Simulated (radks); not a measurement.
Eu+, 62 electrons, occupied as [Xe] 4f7 6s1. Method: scalar-relativistic Kohn-Sham, TASK exchange with Perdew-Wang LDA correlation, spin-polarised, spherical densities, finite nucleus; open shells are filled with parallel spins first (spin-orbit coupling, left out, can overturn this in heavy ions); meta-GGA in the generalised Kohn-Sham scheme; Fermi nuclear charge, rms radius 5.1115 fm; computed with a radial shooting solver on a logarithmic mesh with Libxc functionals. Some entries of the table are withheld. Estimate them.

orbital  occ.  eigenvalue (hartree)  <r> (bohr)
1s up       1             -1780.322     0.02233
1s down     1             -1780.322     0.02233
2s up       1             -293.5193     0.09519
2s down     1             -293.5188     0.09519
2p up       3             -261.4988     0.08395
2p down     3             -261.4982     0.08395
3s up       1             -65.09934      0.2498
3s down     1             -64.97299      0.2495
3p up       3             -55.09635      0.2483
3p down     3             -54.96906      0.2479
3d up       5             -41.66963      0.2262
3d down     5             -41.57058      0.2258
4s up       1             -13.34545      0.5680
4s down     1             -13.05656      0.5680
4p up       3             -10.03432      0.6014
4p down     3              -9.74208      0.6013
4d up       5              -5.39309         (1)
4d down     5              -5.09009         (2)
5s up       1                   (3)       1.374
5s down     1                   (4)       1.417
5p up       3              -1.20833       1.597
5p down     3              -1.07239       1.655
4f up       7              -0.38792      0.9261
6s up       1              -0.32908         (5)

Answer. 
(1) 4d up <r> (bohr): 0.6564
(2) 4d down <r> (bohr): 0.6571
(3) 5s up eigenvalue (hartree): -2.03528
(4) 5s down eigenvalue (hartree): -1.85203
(5) 6s up <r> (bohr): 3.955
